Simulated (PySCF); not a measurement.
F2Mg, charge -1, doublet, geometry from GFN2-xTB (such geometries of metal compounds can be far from the true shape) (a state made from the parent by changing its charge; the spin is typed, not shown lowest) (in this run its highest filled SCF level lies above zero, so its values depend strongly on the basis, on diffuse functions most of all); CAMB3LYP/6-31G** (PySCF).

The PySCF input:
```python
from pyscf import gto, scf, dft

mol = gto.M(
    atom='''
Mg    0.00000000    0.00000000    0.00000000
F     0.00000000    0.00000000    1.79816197
F    -0.00000000   -0.00000000   -1.79816197
''',
    basis='6-31g**',
    charge=-1,
    spin=1,
    verbose=4,
)

mf = dft.UKS(mol)
mf.xc = 'camb3lyp'
mf.init_guess = '1e'
mf.kernel()
```

Output, abridged:

```
PySCF version 2.14.0

[INPUT] verbose = 4
[INPUT] num. atoms = 3
[INPUT] num. electrons = 31
[INPUT] charge = -1
[INPUT] spin (= nelec alpha-beta = 2S) = 1
[INPUT] symmetry False subgroup None
[INPUT] Mole.unit = angstrom
[INPUT] Symbol           X                Y                Z      unit          X                Y                Z       unit  Magmom
[INPUT]  1 Mg     0.000000000000   0.000000000000   0.000000000000 AA    0.000000000000   0.000000000000   0.000000000000 Bohr   0.0
[INPUT]  2 F      0.000000000000   0.000000000000   1.798161970000 AA    0.000000000000   0.000000000000   3.398033650908 Bohr   0.0
[INPUT]  3 F      0.000000000000   0.000000000000  -1.798161970000 AA    0.000000000000   0.000000000000  -3.398033650908 Bohr   0.0

nuclear repulsion = 75.4848322150757
number of shells = 20
number of NR pGTOs = 105
number of NR cGTOs = 46
basis = 6-31g**
ecp = {}

******** <class 'pyscf.dft.uks.UKS'> ********
method = UKS
initial guess = 1e
damping factor = 0
level_shift factor = 0
DIIS = <class 'pyscf.scf.diis.CDIIS'>
diis_start_cycle = 1
diis_space = 8
diis_damp = 0
SCF conv_tol = 1e-09
SCF conv_tol_grad = None
SCF max_cycles = 50
direct_scf = True
direct_scf_tol = 1e-13
number electrons alpha = 16  beta = 15
XC library pyscf.dft.libxc version 7.1.2
    S. Lehtola, C. Steigemann, M. J. T. Oliveira, and M. A. L. Marques,  SoftwareX 7, 1–5 (2018)
XC functionals = camb3lyp
    T. Yanai, D. P. Tew, and N. C. Handy,  Chem. Phys. Lett. 393, 51 (2004)
radial grids:
    Treutler-Ahlrichs [JCP 102, 346 (1995); DOI:10.1063/1.469408] (M4) radial grids

becke partition: Becke, JCP 88, 2547 (1988); DOI:10.1063/1.454033
pruning grids: <function nwchem_prune>
grids dens level: 3
symmetrized grids: False
atomic radii adjust function: <function treutler_atomic_radii_adjust>
small_rho_cutoff = 0
Set gradient conv threshold to 3.16228e-05
Initial guess from hcore.

tot grids = 47104
init E= -385.372080865131

cycle= 1 E= -372.684877942334  delta_E= 12.7  |g|= 4.32  |ddm|=   14

cycle= 2 E= -389.244204775373  delta_E= -16.6  |g|= 4.33  |ddm|=   14
cycle= 3 E= -397.931483393371  delta_E= -8.69  |g|= 2.28  |ddm|= 3.53
cycle= 4 E= -399.149067899632  delta_E= -1.22  |g|= 1.39  |ddm|= 0.973
cycle= 5 E= -399.766080876996  delta_E= -0.617  |g|= 0.381  |ddm|= 0.801
cycle= 6 E= -399.819461680296  delta_E= -0.0534  |g|= 0.025  |ddm|= 0.379
cycle= 7 E= -399.820048348235  delta_E= -0.000587  |g|= 0.0185  |ddm|= 0.0846
cycle= 8 E= -399.820164363327  delta_E= -0.000116  |g|= 0.00337  |ddm|= 0.0226
cycle= 9 E= -399.820170167898  delta_E= -5.8e-06  |g|= 0.000214  |ddm|= 0.0109
cycle= 10 E= -399.820170274816  delta_E= -1.07e-07  |g|= 5.09e-05  |ddm|= 0.00224
cycle= 11 E= -399.820170276668  delta_E= -1.85e-09  |g|= 5.11e-06  |ddm|= 0.000158
cycle= 12 E= -399.820170276722  delta_E= -5.43e-11  |g|= 1.33e-06  |ddm|= 1.44e-05
Extra cycle  E= -399.820170276724  delta_E= -1.76e-12  |g|= 1e-06  |ddm|= 3.37e-06
converged SCF energy = -399.820170276724  <S^2> = 0.75111756  2S+1 = 2.0011172
```
